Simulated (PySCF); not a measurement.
# Trend along the second period: MF anions

CCSD(T) with double-zeta basis sets in PySCF, for the lowest determinant that a PBE0 search found; no spin–orbit coupling. De refers to high-spin ground-configuration atoms (the charge goes to the atom of lower measured ionisation energy or higher electron affinity, which is not always the lowest computed limit).

```
 M        basis  reference, frozen orbitals  charged atom  state (unpaired electrons)  Re (Å)  ωe (cm⁻¹)  De (eV)
Li  aug-cc-pVDZ                      UHF, 1            F−               doublet (σ ↑)   1.617        852     2.97
Be    def2-SVPD                      RHF, 1            F−      singlet (closed shell)   1.487        957     2.95
 C  aug-cc-pVDZ                      UHF, 2            F−              triplet (π ↑↑)   1.492        717     2.41
 O  aug-cc-pVDZ                      RHF, 2            F−      singlet (closed shell)   1.552        728     0.78
 F  aug-pcseg-1                      UHF, 2            F−               doublet (σ ↑)   1.944        459     1.25
```

Task: By what factor does the bond length vary along the series?

Result: At CCSD(T) it runs from 1.487 Å (BeF⁻) to 1.944 Å (F₂⁻), a factor of 1.31.

The rows differ in basis set, which adds steps of its own.

The state changes along the series, so neighbouring rows are not always alike in their bonding.

Correlated steps freeze the inner cores (1 to 2 orbitals); shallow outer-core shells are correlated. Correlated levels converge slowly with the basis: in double zeta they bind strong bonds too weakly, by up to about 1 eV, and carry superposition errors of some tenths. For an ion De counts to the pair picked by the measured ionisation energies or electron affinities, which need not be the lowest pair at this level. Where the molecule has an RHF reference, its open-shell atoms are computed with UHF. The CCSD T1 diagnostic is raised in OF⁻, a sign that a single reference may not be enough there. States were picked by a PBE0 search and need not be the measured ground states.
